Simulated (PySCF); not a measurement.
Compound: C7H10P2.
SMILES: `c1(C)cc(PP)ccc1`

Torsions of this conformer, `[CH3:1][c:2]1[cH:3][cH:4][cH:5][c:6]([PH:7][PH2:8])[cH:9]1`: C5–C6–P7–P8 -105°, H–P8–P7–C6 73°, H–P8–P7–C6 166°.

The closed-shell ground state was solved at several levels (PySCF, density fitting, gas phase, non-relativistic). Isolated species at its PBE0-D3(BJ)/def2-SVP geometry (one conformer only).

| level | basis functions | total energy (Eh) | HOMO (eV) | LUMO (eV) | gap (eV) | dipole (D) |
| --- | --- | --- | --- | --- | --- | --- |
| CAM-B3LYP/def2-SVPD | 268 | -954.9216 | -7.71 | 0.14 | 7.85 | 1.24 |
| PBE0/pcSseg-1 | 217 | -954.8160 | -6.57 | -0.90 | 5.67 | 1.24 |

Question: What might HF/pcSseg-1 (217 basis functions) give for the same quantities?

Answer: Total energy -952.2773 Eh, HOMO -8.67 eV, LUMO 2.57 eV, gap 11.24 eV, dipole 1.26 D.

Question: Over all these levels, which gives the widest orbital gap and which the narrowest?

Answer: HF/pcSseg-1 (Hartree–Fock, all exact exchange) has the widest, 11.24 eV, and PBE0/pcSseg-1 (global hybrid, 25 % exact exchange) the narrowest, 5.67 eV. The two share the basis. From the narrowest to the widest the HOMO moves by -2.10 eV and the LUMO by +3.47 eV. The HOMO need not be the same orbital at Hartree–Fock and at DFT levels.

Question: How far do the dipole and the HOMO energy spread over the levels?

Answer: The dipole runs from 1.24 to 1.26 D (mean 1.25 D) and the HOMO from -8.67 to -6.57 eV.
